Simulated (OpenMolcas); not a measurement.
**OpenMolcas run: Ni3+**

Ni3+ with 6 ligands (fluoride) in tetragonal octahedral coordination (D4h) at 1.91 Å, the axial distance 1.872 Å. A charge of +0.5 e stands 3.2 Å behind each ligand. Ligand basis ANO-RCC-VDZP. With inversion symmetry the input lists one of each pair of outer charges.

Input:

```
&GATEWAY
Coord
7

Ni 0.0 0.0 0.0
F 1.910000 0.000000 0.000000
F 0.000000 1.910000 0.000000
F -1.910000 0.000000 0.000000
F 0.000000 -1.910000 0.000000
F 0.000000 0.000000 1.871800
F 0.000000 0.000000 -1.871800
Basis=Ni.ANO-RCC-VDZP,F.ANO-RCC-VDZP
Group=XYZ
NoMove
AngMom=0.0 0.0 0.0
AMFI
RICD
XField
3 Angstrom 0
5.110000 0.000000 0.000000 0.500000
0.000000 5.110000 0.000000 0.500000
0.000000 0.000000 5.071800 0.500000
&SEWARD
* reference wave functions (RASSCF and RASSI steps not shown): 7 electrons in 5 orbitals (3d)
>>> COPY JOB001 $Project.JobIph
&CASPT2
Multistate=10 1 2 3 4 5 6 7 8 9 10
NoMult
Frozen=5 6
IPEA=0.25
Imaginary=0.1
MaxIter=60
WThr=0.0 0.3 0.05
PrWF=0.5
NoMix
>>> COPY JOB002 $Project.JobIph
&CASPT2
Multistate=40 1 2 3 4 5 6 7 8 9 10 11 12 13 14 15 16 17 18 19 20 21 22
23 24 25 26 27 28 29 30 31 32 33 34 35 36 37 38 39 40
NoMult
Frozen=5 6
IPEA=0.25
Imaginary=0.1
MaxIter=60
WThr=0.0 0.3 0.05
PrWF=0.5
NoMix
```

Launched by
```bash
OMP_NUM_THREADS=1 MOLCAS_MEM=2457 MOLCAS_PROJECT=a pymolcas a.inp > a.log  # once for each step of the input, in one work folder
```

Output, cut to the results:

```
--- CASPT2 ---
Orbital specifications:
      -----------------------

      Symmetry species                           1   2
                                                ag  au
      Frozen orbitals                            5   6
      Inactive orbitals                         13  15
      Active orbitals                            5   0
      Secondary orbitals                        34  40
      Deleted orbitals                           0   0
      Number of basis functions                 57  61
Type of calculation                        SS-CASPT2
      Fock operator                              state-specific
      IPEA shift                                 0.25
      Real shift                                 0.00
      Imaginary shift                            0.10
      The input orbitals will be transformed to quasi-canonical
Reference energy:       -2117.1950250875
      E2 (Non-variational):      -1.7682765427
      Shift correction:          -0.0016083041
      E2 (Variational):          -1.7698848469
      Total energy:           -2118.9649099343
      Residual norm:              0.0000004981
      Reference weight:           0.70498
      Contributions to the CASPT2 correlation energy
      Active & Virtual Only:         -0.1493189555
      One Inactive Excited:          -0.2591172585
      Two Inactive Excited:          -1.3598403288
Reference energy:       -2117.1950250874
      E2 (Non-variational):      -1.7682765238
      Shift correction:          -0.0016082670
      E2 (Variational):          -1.7698847908
      Total energy:           -2118.9649098782
      Residual norm:              0.0000004981
      Reference weight:           0.70499
      Contributions to the CASPT2 correlation energy
      Active & Virtual Only:         -0.1493189564
      One Inactive Excited:          -0.2591172656
      Two Inactive Excited:          -1.3598403018
::    CASPT2 Root  1     Total energy:  -2118.96490993
::    CASPT2 Root  2     Total energy:  -2118.96490988
::    CASPT2 Root  3     Total energy:  -2118.96307932
::    CASPT2 Root  4     Total energy:  -2118.90212687
::    CASPT2 Root  5     Total energy:  -2118.90212687
::    CASPT2 Root  6     Total energy:  -2118.89807136
::    CASPT2 Root  7     Total energy:  -2118.83324980
::    CASPT2 Root  8     Total energy:  -2118.84218676
::    CASPT2 Root  9     Total energy:  -2118.83617239
::    CASPT2 Root 10     Total energy:  -2118.83617240
--- CASPT2 ---
Orbital specifications:
      -----------------------

      Symmetry species                           1   2
                                                ag  au
      Frozen orbitals                            5   6
      Inactive orbitals                         13  15
      Active orbitals                            5   0
      Secondary orbitals                        34  40
      Deleted orbitals                           0   0
      Number of basis functions                 57  61
Type of calculation                        SS-CASPT2
      Fock operator                              state-specific
      IPEA shift                                 0.25
      Real shift                                 0.00
      Imaginary shift                            0.10
      The input orbitals will be transformed to quasi-canonical
Reference energy:       -2117.1390046426
      E2 (Non-variational):      -1.8158631300
      Shift correction:          -0.0014933554
      E2 (Variational):          -1.8173564855
      Total energy:           -2118.9563611280
      Residual norm:              0.0000006713
      Reference weight:           0.69918
      Contributions to the CASPT2 correlation energy
      Active & Virtual Only:         -0.1509780304
      One Inactive Excited:          -0.2818662741
      Two Inactive Excited:          -1.3830188255
Reference energy:       -2117.1338375145
      E2 (Non-variational):      -1.8145635384
      Shift correction:          -0.0014848028
      E2 (Variational):          -1.8160483412
      Total energy:           -2118.9498858557
      Residual norm:              0.0000005377
      Reference weight:           0.69929
      Contributions to the CASPT2 correlation energy
      Active & Virtual Only:         -0.1505885132
      One Inactive Excited:          -0.2819618504
      Two Inactive Excited:          -1.3820131748
::    CASPT2 Root  1     Total energy:  -2118.95636113
::    CASPT2 Root  2     Total energy:  -2118.94988586
::    CASPT2 Root  3     Total energy:  -2118.90152071
::    CASPT2 Root  4     Total energy:  -2118.90554002
::    CASPT2 Root  5     Total energy:  -2118.90554005
::    CASPT2 Root  6     Total energy:  -2118.90120456
::    CASPT2 Root  7     Total energy:  -2118.90120454
::    CASPT2 Root  8     Total energy:  -2118.90019105
::    CASPT2 Root  9     Total energy:  -2118.89197960
::    CASPT2 Root 10     Total energy:  -2118.89197956
::    CASPT2 Root 11     Total energy:  -2118.89195157
::    CASPT2 Root 12     Total energy:  -2118.87705304
::    CASPT2 Root 13     Total energy:  -2118.85345560
::    CASPT2 Root 14     Total energy:  -2118.85345561
::    CASPT2 Root 15     Total energy:  -2118.84642594
::    CASPT2 Root 16     Total energy:  -2118.82155805
::    CASPT2 Root 17     Total energy:  -2118.82155804
::    CASPT2 Root 18     Total energy:  -2118.82064629
::    CASPT2 Root 19     Total energy:  -2118.83153199
::    CASPT2 Root 20     Total energy:  -2118.81841824
::    CASPT2 Root 21     Total energy:  -2118.81055322
::    CASPT2 Root 22     Total energy:  -2118.82093660
::    CASPT2 Root 23     Total energy:  -2118.82093668
::    CASPT2 Root 24     Total energy:  -2118.79081371
::    CASPT2 Root 25     Total energy:  -2118.78601882
::    CASPT2 Root 26     Total energy:  -2118.78601894
::    CASPT2 Root 27     Total energy:  -2118.76352852
::    CASPT2 Root 28     Total energy:  -2118.76131265
::    CASPT2 Root 29     Total energy:  -2118.79001603
...
```

Spin-orbit levels above the lowest (labels of D4, the rotations of D4h), with the averaged single-state CASPT2 energies on the diagonal:

```csv
E (cm-1),Degeneracy,Label,2S+1,g
0,2,E1/2,4,3.32 3.32 6.21
430,2,E1/2,4,0.60 1.33 1.33
520,2,E3/2,4,0.76 2.47 2.47
1010,2,E3/2,4 (88 %),1.81 2.09 2.09
1280,2,E1/2,4,0.58 2.22 2.22
1530,2,E3/2,4,0.22 0.22 2.89
3090,2,E3/2,2 (81 %),2.14 2.14 2.43
4350,2,E1/2,2,2.00 2.31 2.31
13170,2,E1/2,2 (85 %),0.71 0.71 4.84
13460,2,E3/2,2 (66 %),0.08 3.02 3.02
13910,2,E3/2,2 (87 %),0.39 0.39 0.48
14130,2,E1/2,4 (61 %),1.28 1.28 2.26
14350,2,E3/2,4 (64 %),1.82 2.40 2.40
14360,2,E1/2,4 (84 %),0.88 0.88 5.24
15110,2,E3/2,4 (63 %),0.22 2.04 2.04
15150,2,E1/2,2 (64 %),0.34 0.35 0.35
15400,2,E1/2,2 (68 %),0.34 2.15 2.15
15590,2,E3/2,2 (51 %),2.33 2.33 2.42
15910,2,E3/2,4 (75 %),1.47 2.45 2.45
15940,2,E1/2,4 (67 %),0.22 0.22 4.70
```

Over all roots computed the reference weight is 0.58 to 0.72; the roots of lowest weight are the least certain, and an intruder state may touch them. An orbital doublet at a regular site is open to a Jahn-Teller distortion, which this geometry leaves out. This shell can be high or low spin here, a state of another spin lies low, and with metal d orbitals alone active their balance is uncertain, so the ground spin may be wrong. A single d shell leaves out the double-shell effect, which counts most for late 3d ions, where the CASPT2 field can be off either way by tens of per cent. Ligand-to-metal charge-transfer states are missing. With no ligand orbital active B as a rule stays too high, so bands that hang on it stand too high and its fall with covalency is understated. With one d shell and no ligand orbital active, 10Dq can be off by a tenth or more. No measured value stands beside these numbers; the geometry was imposed, not optimised, and the real ion may take another.

The CASPT2 steps took 2.1 min on 1 thread of Arm Neoverse V2, with other jobs on the host; the integral step is not counted.
